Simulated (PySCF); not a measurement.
PySCF 2.14 output of an unrestricted B3LYP calculation on a single atom or ion in dyall-av2z (13s9p2d, 50 functions), with the non-relativistic Hamiltonian (point nucleus):

```
SCF conv_tol = 1e-09
number electrons alpha = 8  beta = 6
    P. J. Stephens, F. J. Devlin, C. F. Chabalowski, and M. J. Frisch.,  J. Phys. Chem. 98, 11623 (1994)
cycle= 1 E= -289.394701220383  delta_E= -0.00863  |g|= 0.0119  |ddm|= 0.123
cycle= 2 E= -289.394793037483  delta_E= -9.18e-05  |g|= 0.00427  |ddm|= 0.0288
cycle= 3 E= -289.394802417708  delta_E= -9.38e-06  |g|= 0.00176  |ddm|= 0.00905
cycle= 4 E= -289.394803016105  delta_E= -5.98e-07  |g|= 0.000195  |ddm|= 0.000986
cycle= 5 E= -289.394803057784  delta_E= -4.17e-08  |g|= 2.89e-05  |ddm|= 0.000509
cycle= 6 E= -289.394803058715  delta_E= -9.31e-10  |g|= 1.71e-06  |ddm|= 5.45e-05
converged SCF energy = -289.394803058715  <S^2> = 2.0035876  2S+1 = 3.0023908
```

The run itself started from symmetry-adapted Hartree-Fock orbitals and held the occupation by maximum overlap, on a logarithmic radial grid, so the iterations belong to that start.

Which element, charge and spin multiplicity is this?

Si (silicon, neutral), multiplicity 3; the state was [Ne] 3s2 3p2, high-spin 3P determinant.
